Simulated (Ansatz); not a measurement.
Frontier orbitals of AsBH4, SMILES `B[AsH2]`.

Z-matrix (Å, degrees):
```
B
As 1 1.979
H 1 1.193 2 119.5
H 1 1.193 2 119.5 3 -170.9
H 2 1.512 1 100.6 3 -44.5
H 2 1.512 1 100.6 3 -144.6
```

The species carries charge 0 and has multiplicity 1. Correlated methods include outer-core shells of As, which these sets cover unevenly. Scalar relativity is left out up to krypton. The geometry is a stationary point of PBE0-D4/def2-TZVP. Basis def2-TZVPP, Ansatz 0.2.0.

```tsv
functional	HOMO (eV)	LUMO (eV)
BLYP	-6.25	-2.72
```

(1) Give HOMO and LUMO (eV) with LDA (SPW92), PBE, revPBE, r2SCAN, B97M-V, PBE0, B3LYP, r2SCANh, r2SCAN0, HSE06 (plane-wave form), BHLYP, CAM-B3LYP, LC-ωPBE, ωB97X-V, ωB97M-V, HF. (Best estimate.)

Answers

(1) The calculation gave: 
```json
{"functional": "LDA (SPW92)", "HOMO": "-6.55", "LUMO": "-3.12"}
{"functional": "PBE", "HOMO": "-6.41", "LUMO": "-2.88"}
{"functional": "revPBE", "HOMO": "-6.35", "LUMO": "-2.79"}
{"functional": "r2SCAN", "HOMO": "-6.63", "LUMO": "-2.57"}
{"functional": "B97M-V", "HOMO": "-6.65", "LUMO": "-2.65"}
{"functional": "PBE0", "HOMO": "-7.42", "LUMO": "-1.95"}
{"functional": "B3LYP", "HOMO": "-7.21", "LUMO": "-2.14"}
{"functional": "r2SCANh", "HOMO": "-7.01", "LUMO": "-2.24"}
{"functional": "r2SCAN0", "HOMO": "-7.57", "LUMO": "-1.76"}
{"functional": "HSE06 (plane-wave form)", "HOMO": "-7.02", "LUMO": "-2.33"}
{"functional": "BHLYP", "HOMO": "-8.29", "LUMO": "-0.92"}
{"functional": "CAM-B3LYP", "HOMO": "-8.65", "LUMO": "-0.85"}
{"functional": "LC-ωPBE", "HOMO": "-9.95", "LUMO": "0.28"}
{"functional": "ωB97X-V", "HOMO": "-9.62", "LUMO": "0.21"}
{"functional": "ωB97M-V", "HOMO": "-9.51", "LUMO": "-0.01"}
{"functional": "HF", "HOMO": "-9.65", "LUMO": "1.45"}
```

B3LYP here is the variant with VWN-RPA as its local correlation; programs differ in this. LC-ωPBE has ω = 0.4 bohr⁻¹.
